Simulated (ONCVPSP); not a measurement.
# zirconium (Zr): one change to an ONCV potential, before and after

Zr (Z = 40), optimised norm-conserving Vanderbilt (ONCV), made with ONCVPSP 4.0.1 (revPBE, scalar-relativistic). Core [Ar] 3d10, reference 4s2 4p6 4d2 5s1.75 5p0.25. Waves: 4s+5s: rc 1.90 bohr, ncon 4, nbas 7, qcut 7.1 1/bohr, 2 projectors; 4p+5p: rc 2.60 bohr, ncon 4, nbas 8, qcut 6.1 1/bohr, 3 projectors, debl 2.8 Ha; 4d: rc 2.50 bohr, ncon 4, nbas 8, qcut 7.1 1/bohr, 2 projectors, debl 2.9 Ha; f scattering state at 0.19 Ha: rc 2.45 bohr, ncon 3, nbas 8, qcut 4.4 1/bohr, 3 projectors, debl 0.8 Ha. Local part: polynomial inside 1.25 bohr (lpopt 3, dvloc0 1 Ha). Core correction: Teter function, fcfact 3.75, rcfact 1.8.

Change: s: rc 1.64.

Cutoffs: the cutoffs (Ha) at which the residual kinetic energy of the hardest occupied pseudo-wave falls to 1 and 0.1 mHa per electron; they do not see the model core or the augmentation charge, which bear on the density cutoff. Errors are all-electron minus pseudo energies relative to the spin-unpolarised reference configuration.

Predict the effect on cutoff, ghosts and configuration errors.

The potential gets harder (16 Ha and 19 Ha → 19 Ha and 22 Ha); the errors of the 3 common tests hardly move; neither file shows a bound ghost. A smaller radius makes the pseudo-wave follow the all-electron one further in, where it bends more sharply, so more plane waves are needed.

| quantity | base | changed |
| --- | --- | --- |
| cutoff, loose | 16 Ha | 19 Ha |
| cutoff, tight | 19 Ha | 22 Ha |
| loose cutoff by channel | s 16 Ha, p 10 Ha, d 14 Ha | s 19 Ha, p 10 Ha, d 14 Ha |
| bound ghosts | none | none |
| GHOST(+) flags under 300 eV | none | s at 257.7 eV |
| tests with a reliable result | 3 of 4 | 3 of 4 |
| error for 4s2 4p6 4d2 5s2 5p0, meV [ΔE -0.74 eV] | 0.0 | 0.0 |
| error for 4s2 4p6 4d2 5s1 5p0, meV [ΔE 6.33 eV] | -1.7 | -1.6 |
| error for 4s2 4p6 4d2 5s0 5p0, meV [ΔE 19.12 eV] | -9.4 | -8.1 |
| p: phases at 2.63 bohr within 0.05 rad from the reference energy up to (Ha; the scan ends near 5) | to the end of the scan | to the end of the scan |
| d: phases at 2.54 bohr within 0.05 rad from the reference energy up to (Ha; the scan ends near 5) | to the end of the scan | to the end of the scan |
| f: phases at 2.49 bohr within 0.05 rad from the reference energy up to (Ha; the scan ends near 5) | to the end of the scan | to the end of the scan |
| rms error of d²Exc/dni dnj with the model core, mHa | 3.37 | 3.21 |
